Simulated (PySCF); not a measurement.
```xyz
9

C      0.5918    -1.2720     0.0256
C      1.2967    -0.0589     0.0761
C      0.3282     0.9139     0.0260
N     -0.8931     0.3115    -0.0504
C     -0.7457    -1.0553    -0.0517
H      2.3588     0.0993     0.1399
H      0.4215     1.9865     0.0393
H     -1.7707     0.7963    -0.0987
H     -1.5875    -1.7214    -0.1062
```

Charge 0, multiplicity 2.

Task: Give the Mulliken and meta-Löwdin atomic charges from TPSSh-D3(BJ)/def2-TZVP // CAM-B3LYP-D3(BJ)/def2-TZVP run with PySCF 2.14.0.

Result: 
| atom | Mulliken (e) | meta-Löwdin (e) |
|---|---|---|
| C1 | -0.07 | -0.07 |
| C2 | -0.17 | -0.20 |
| C3 | -0.10 | -0.09 |
| N4 | -0.19 | -0.16 |
| C5 | -0.10 | -0.12 |
| H6 | 0.13 | 0.13 |
| H7 | 0.13 | 0.13 |
| H8 | 0.23 | 0.25 |
| H9 | 0.14 | 0.13 |
